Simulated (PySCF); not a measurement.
**RuH2: fields on a plane**

Computed with UPBE0/[Ru def2-TZVP with ECP28, H def2-TZVP], scalar-relativistic core potentials, density fitting, no spin–orbit coupling, PySCF.

The triplet minimum has Ru–H 1.559 Å (×2); H–Ru–H 75.0°.

The plane holds Ru1 at (0.00, 0.00), H2 at (1.56, 0.00), H3 at (0.40, 1.51) Å. Columns run from x = -1.95 to 3.75 Å, rows from y = 3.75 (top) to -1.95 Å, in steps of 0.3 Å. Other isomers or separated fragments may lie lower. Core electrons replaced by a potential are absent, the electrostatic potential uses the reduced nuclear charge, and values within about 0.7 Å of such atoms have no physical meaning.

Task: Give the electron density (e/Å³) (cut at 5 e/Å³). Lower edges of the bins (e/Å³): '0' 0.000, '1' 0.030, '2' 0.076, '3' 0.151, '4' 0.268, '5' 0.455, '6' 0.750, '7' 1.218, '8' 1.960, '9' 3.136; top 5.00.

Result: 
```
00000000000000000000
00000000000000000000
00000000000000000000
00000000000000000000
00000001110000000000
00000112221000000000
00001234432100000000
00011346753100000000
00012356753210000000
00123566653221000000
00135788754332100000
00147999975553210000
00148977986774210000
00148977986774210000
00136999975553210000
00124678754332100000
00012344432211000000
00001112221100000000
00000000110000000000
00000000000000000000
```

Task: Give the electron localisation function (set to 0 where the density is under 0.005 e/Å³). Every second row and column.

Result: 
```
0.00 0.00 0.00 0.00 0.00 0.00 0.00 0.00 0.00 0.00
0.00 0.00 0.00 0.00 0.00 0.00 0.00 0.00 0.00 0.00
0.00 0.00 0.41 0.95 0.99 0.96 0.00 0.00 0.00 0.00
0.00 0.18 0.58 0.98 1.00 0.98 0.45 0.00 0.00 0.00
0.00 0.29 0.44 0.83 1.00 0.84 0.22 0.13 0.00 0.00
0.01 0.13 0.53 0.56 0.33 0.28 0.79 0.92 0.60 0.00
0.00 0.02 0.51 0.03 0.75 0.56 1.00 0.99 0.95 0.00
0.01 0.05 0.47 0.73 0.84 0.52 0.99 0.99 0.92 0.00
0.00 0.05 0.09 0.10 0.41 0.43 0.74 0.86 0.00 0.00
0.00 0.01 0.01 0.01 0.12 0.30 0.24 0.00 0.00 0.00
```

With open d or f shells other occupations or spin states may lie lower.
